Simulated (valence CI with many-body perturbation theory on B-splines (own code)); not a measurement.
E1 line list for Ba23+

Method: valence CI with perturbative core correlation (CI+MBPT): five valence electrons over a frozen Dirac-Fock core [Ar] 3d10, radial functions for each j: 11 s, 11 p, 10 d, 8 f, 5 g, 2 h, with the one-electron correlation potential Σ1, the two-electron term Σ2, the three-electron term Σ3, Breit, model QED; selected CI, second order for the rest, scaled by the run's own slope (own B-spline code, finite nucleus).

No measured spectrum was set against this ion. As an estimate, levels hold to about 250 cm⁻¹ or 0.2 % of their energy and the worst to 1 %, as in measured heavy ions of charge 2 to 7; those with d or f electrons hold less well. Among the levels kept, up to 2200 cm⁻¹ of a level comes from second order outside the variational space, and about a tenth of that is noise between levels of different J, which matters for small intervals.

Lines 1 to 50 of 554 in falling wavelength, among levels below 243.23 eV, chosen from the strongest by gf and those to the six lowest levels. Wavelengths and rates use the calculated energies, so an error of 2000 cm⁻¹ moves a line at 330.1 Å by 0.66 % and its rate by three times that or more. Electric multipoles are in the length gauge, E1 and E2 with the static RPA response of the core. Weak lines are less certain than strong ones. Lines between different terms over intervals too small for the method are left out, as are lines whose strength nearly cancels. Where a level lies close to another of its J and parity, the split of strength between their lines is uncertain.

Levels are named by their leading jj configuration (3d3/2^4 stands for four electrons in 3d with j = 3/2), which in mixed levels can hold well under half, so a name can repeat and another be missing. Letters in brackets count levels of one name in rising energy.

```
λ vac (Å)                               Upper                               Lower   A (s⁻¹)  log gf  Branch %
    330.1          (4s 4p1/2^2 4p3/2^2) J=3/2                (4s^2 4p3/2^3) J=3/2  1.68e+08   -1.96       0.4
    322.7          (4s 4p1/2^2 4p3/2^2) J=1/2                (4s^2 4p3/2^3) J=3/2  8.83e+07   -2.56       0.3
    254.2        (4s 4p1/2 4p3/2^3) J=3/2 [a]                (4s^2 4p3/2^3) J=3/2  1.70e+08   -2.18       1.2
    244.0          (4s 4p1/2^2 4p3/2^2) J=5/2          (4s^2 4p1/2 4p3/2^2) J=5/2  1.74e+09   -1.03      15.2
    242.7      (4s 4p1/2^2 4p3/2 4d5/2) J=9/2  (4s^2 4p1/2 4p3/2 4d5/2) J=7/2 [a]  2.04e+09   -0.74      59.3
    237.9     (4s 4p1/2 4p3/2^2 4d5/2) J=11/2          (4s^2 4p3/2^2 4d5/2) J=9/2  3.53e+09   -0.44      27.0
    230.1            (4s 4p1/2 4p3/2^3) J=5/2                (4s^2 4p3/2^3) J=3/2  3.65e+09   -0.76      16.4
    228.8          (4s 4p1/2^2 4p3/2^2) J=5/2          (4s^2 4p1/2 4p3/2^2) J=3/2  3.63e+09   -0.77      31.7
    227.9             (4p1/2^2 4p3/2^3) J=3/2        (4s 4p1/2 4p3/2^3) J=3/2 [b]  6.83e+09   -0.67      12.8
    222.9          (4s 4p1/2^2 4p3/2^2) J=1/2          (4s^2 4p1/2 4p3/2^2) J=1/2  5.31e+09   -1.10      15.8
    216.9          (4s^2 4p1/2^2 4d5/2) J=5/2                (4s^2 4p3/2^3) J=3/2  1.31e+08   -2.26       0.3
    209.7            (4s 4p1/2 4p3/2^3) J=1/2                (4s^2 4p3/2^3) J=3/2  2.18e+09   -1.54       2.9
    209.6          (4s 4p1/2^2 4p3/2^2) J=3/2          (4s^2 4p1/2 4p3/2^2) J=5/2  4.34e+09   -0.94      11.6
    205.2        (4s 4p1/2 4p3/2^3) J=3/2 [b]                (4s^2 4p3/2^3) J=3/2  3.45e+09   -1.06       6.1
    203.5             (4p1/2^2 4p3/2^3) J=3/2            (4s 4p1/2 4p3/2^3) J=5/2  1.54e+10   -0.42      28.8
    203.1      (4s 4p1/2^2 4p3/2 4d5/2) J=7/2      (4s^2 4p1/2 4p3/2 4d5/2) J=9/2  3.58e+09   -0.75      12.7
    201.1  (4s 4p1/2 4p3/2^2 4d5/2) J=9/2 [d]          (4s^2 4p3/2^2 4d5/2) J=9/2  3.48e+09   -0.68       9.6
    198.3          (4s 4p1/2^2 4p3/2^2) J=3/2          (4s^2 4p1/2 4p3/2^2) J=3/2  1.32e+09   -1.51       3.5
    195.6          (4s 4p1/2^2 4p3/2^2) J=1/2          (4s^2 4p1/2 4p3/2^2) J=3/2  3.11e+08   -2.45       0.9
    178.7  (4s 4p1/2 4p3/2^2 4d5/2) J=9/2 [a]  (4s^2 4p1/2 4p3/2 4d5/2) J=7/2 [a]  5.52e+09   -0.58      44.6
    178.5          (4s^2 4p1/2^2 4d3/2) J=3/2          (4s^2 4p1/2 4p3/2^2) J=1/2  7.07e+08   -1.87       1.6
    177.7  (4s^2 4p1/2 4p3/2 4d3/2) J=3/2 [a]                (4s^2 4p3/2^3) J=3/2  2.13e+09   -1.39       2.0
    176.6  (4s 4p1/2 4p3/2^2 4d5/2) J=7/2 [a]  (4s^2 4p1/2 4p3/2 4d5/2) J=7/2 [a]  5.06e+09   -0.72      21.0
    176.2        (4s 4p1/2 4p3/2^3) J=3/2 [a]          (4s^2 4p1/2 4p3/2^2) J=5/2  5.66e+08   -1.98       4.1
    175.3  (4s 4p1/2 4p3/2^2 4d5/2) J=9/2 [a]      (4s^2 4p1/2 4p3/2 4d3/2) J=7/2  5.00e+09   -0.64      40.4
    174.4          (4s 4p1/2^2 4p3/2^2) J=5/2          (4s^2 4p1/2^2 4p3/2) J=3/2  6.06e+09   -0.78      53.0
    173.9  (4s 4p1/2 4p3/2^2 4d5/2) J=9/2 [b]  (4s^2 4p1/2 4p3/2 4d5/2) J=7/2 [a]  7.71e+09   -0.46      70.4
    173.7     (4s 4p1/2 4p3/2^2 4d5/2) J=11/2      (4s^2 4p1/2 4p3/2 4d5/2) J=9/2  9.57e+09   -0.28      73.0
    172.5  (4s 4p1/2 4p3/2^2 4d5/2) J=9/2 [c]      (4s^2 4p1/2 4p3/2 4d5/2) J=9/2  5.67e+09   -0.60      47.5
    171.7  (4s 4p1/2^2 4p3/2 4d3/2) J=3/2 [b]          (4s^2 4p1/2^2 4d3/2) J=3/2  1.16e+10   -0.69      46.6
    170.6  (4s 4p1/2 4p3/2^2 4d3/2) J=7/2 [c]  (4s^2 4p1/2 4p3/2 4d3/2) J=5/2 [b]  8.34e+09   -0.54       2.8
    168.7               (4p1/2 4p3/2^4) J=1/2        (4s 4p1/2 4p3/2^3) J=3/2 [b]  1.95e+10   -0.78      28.2
    168.1        (4s 4p1/2 4p3/2^3) J=3/2 [a]          (4s^2 4p1/2 4p3/2^2) J=3/2  1.20e+10   -0.69      86.6
    167.9          (4s^2 4p1/2^2 4d3/2) J=3/2          (4s^2 4p1/2 4p3/2^2) J=5/2  7.46e+08   -1.90       1.7
    167.5  (4s 4p1/2 4p3/2^2 4d5/2) J=9/2 [d]  (4s^2 4p1/2 4p3/2 4d5/2) J=7/2 [b]  4.30e+09   -0.74      11.9
    167.3            (4s 4p3/2^3 4d5/2) J=9/2          (4s^2 4p3/2^2 4d5/2) J=9/2  1.26e+10   -0.28      40.7
    166.7  (4s 4p1/2^2 4p3/2 4d3/2) J=7/2 [b]          (4s^2 4p1/2^2 4d5/2) J=5/2  4.96e+09   -0.78      10.3
    166.2            (4s 4p3/2^3 4d3/2) J=7/2          (4s^2 4p3/2^2 4d3/2) J=7/2  7.77e+09   -0.59       2.3
    165.1  (4s^2 4p1/2 4p3/2 4d5/2) J=5/2 [a]                (4s^2 4p3/2^3) J=3/2  9.34e+08   -1.64       0.8
    164.5  (4s 4p1/2 4p3/2^2 4d5/2) J=3/2 [b]  (4s^2 4p1/2 4p3/2 4d3/2) J=5/2 [b]  1.32e+10   -0.67       5.2
    164.3            (4s 4p1/2 4p3/2^3) J=5/2          (4s^2 4p1/2 4p3/2^2) J=5/2  1.65e+10   -0.40      74.1
    164.1            (4s 4p3/2^3 4d5/2) J=9/2          (4s^2 4p3/2^2 4d5/2) J=7/2  6.83e+09   -0.56      22.0
    162.5  (4s^2 4p1/2 4p3/2 4d5/2) J=3/2 [a]                (4s^2 4p3/2^3) J=3/2  1.03e+09   -1.79       0.4
    162.4            (4s 4p1/2 4p3/2^3) J=1/2          (4s^2 4p1/2 4p3/2^2) J=1/2  1.81e+10   -0.84      24.3
    161.0        (4s 4p3/2^3 4d5/2) J=7/2 [b]      (4s^2 4p3/2^2 4d5/2) J=5/2 [a]  7.72e+09   -0.62       5.1
    160.6          (4s^2 4p1/2^2 4d3/2) J=3/2          (4s^2 4p1/2 4p3/2^2) J=3/2  1.37e+10   -0.67      30.8
    160.5             (4p1/2^2 4p3/2^3) J=3/2          (4s 4p1/2^2 4p3/2^2) J=3/2  1.42e+10   -0.66      26.5
    160.2  (4s 4p1/2 4p3/2^2 4d5/2) J=3/2 [a]  (4s^2 4p1/2 4p3/2 4d5/2) J=5/2 [a]  1.26e+10   -0.71       6.0
    160.0      (4s 4p1/2^2 4p3/2 4d5/2) J=7/2          (4s^2 4p1/2^2 4d5/2) J=5/2  2.16e+10   -0.18      76.6
    160.0  (4s 4p1/2 4p3/2^2 4d3/2) J=5/2 [e]  (4s^2 4p1/2 4p3/2 4d5/2) J=5/2 [b]  1.73e+10   -0.40       4.3
```

Task: How does gf follow from A for the line at 170.6 Å?

Result: gf = 1.4992 × (2J+1)_upper × A / σ², with σ = 586060 cm⁻¹ and 2J+1 = 8: gf = 0.291.
